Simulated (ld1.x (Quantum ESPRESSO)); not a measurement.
**Plane-wave convergence, TM potential for S**

* Element: sulfur
* Generator: ld1.x (Quantum ESPRESSO) 7.5
* Type: norm-conserving Troullier–Martins (Kleinman–Bylander form)
* Functional: PBE
* Relativity: scalar-relativistic
* Frozen core: [Ne]
* Valence charge: 6
* Reference configuration: 3s2 3p3.75 (charge +0.25)
* Partial waves: 3s (bound): rc 1.35 bohr; 3p (bound): rc 1.40 bohr; 3d channel at 0.15 Ry: rc 1.40 bohr
* Local potential: all-electron potential smoothed inside 1.15 bohr (lloc = -2)
* Core correction: none

The pseudo-atom Hamiltonian at the reference potential is diagonalised in spherical Bessel functions j_l(qr) that vanish at 20 bohr, with q² up to the cutoff. All-electron valence levels (Ry): 3s -1.4475, 3p -0.6837.

Task: How do the lowest levels (Ry) of each channel move with the cutoff, and are there ghosts?

Result:

```csv
cutoff (Ry),s #1,s #2,p #1,d #1,f #1,Σ f·Δε (mRy)
8,-1.3286,-0.0976,-0.6641,0.0222,0.0793,311.8
15,-1.4131,-0.1031,-0.6826,0.0213,0.0793,73.3
25,-1.4423,-0.1051,-0.6832,0.0207,0.0793,12.8
40,-1.4442,-0.1052,-0.6834,0.0201,0.0793,8.2
55,-1.4470,-0.1055,-0.6836,0.0199,0.0793,1.8
80,-1.4475,-0.1055,-0.6837,0.0199,0.0793,0.4
400,-1.4476,-0.1055,-0.6838,0.0199,0.0793,0.0
```

Result: no extra level below or beside the all-electron valence levels (s, p, d, f tested); 10 mRy is reached at 40 Ry and 1 mRy at 60 Ry.
